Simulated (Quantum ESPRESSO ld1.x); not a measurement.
Results of a calculation; reference values are marked as such.
One sound ld1.x (Quantum ESPRESSO 7.5) input for neutral lanthanum gives E = -8491.09 hartree in 30 iterations:

```
 &input
    zed=57.0,
    iswitch=1,
    rel=2,
    dft='PW',
    config='[Xe] 5d1 6s2',
    verbosity='high',
    lsmall=.true.,
    prefix='ld1',
    max_out_wfc=37,
    file_charge='ld1.rho',
 /
```

Changed or added lines, one case at a time, and what came of them:

- dft='HF': refused. The program stops in ld1_setup with "HF not implemented yet": ld1.x has no Hartree-Fock; KLI and OEP are its exact-exchange options.
- lsd=1: refused. The program stops in ld1_readin with "local spin density and spin-orbit not allowed": spin polarisation goes with rel = 0 or 1 alone.
- config='[Xe] 5d1 6s2 7d-1': harmless. A negative occupation marks a state as unused; the result equals that of the sound run.
- config='[Xe] 5d1 6s2 6s2': refused. The program stops in el_config with "occupation wrong": a shell may stand twice only as spin up and down (lsd = 1) or as its two j (rel = 2, l > 0), within their capacities.
- rel=1 lsd=1 dft='PBE': silently wrong. The run ends normally, but in this build (ld1.x 7.5) Etot and Exc of a spin-polarised run lack the gradient corrections of exchange and correlation and come out near their LSDA values (nitrogen, PBE: -54.132 hartree against -54.536 from two other codes). The eigenvalues and orbitals are those of the GGA; the energies must not be used.
- tr2=1e-22: usable despite the warning. The threshold lies below the rounding noise, so the cycle runs to its limit and warns, but the energy differs from the sound run by less than 1e-5 hartree.
- lsd=2: refused. The program stops in ld1_readin with "lsd not correct": lsd takes 0 or 1.
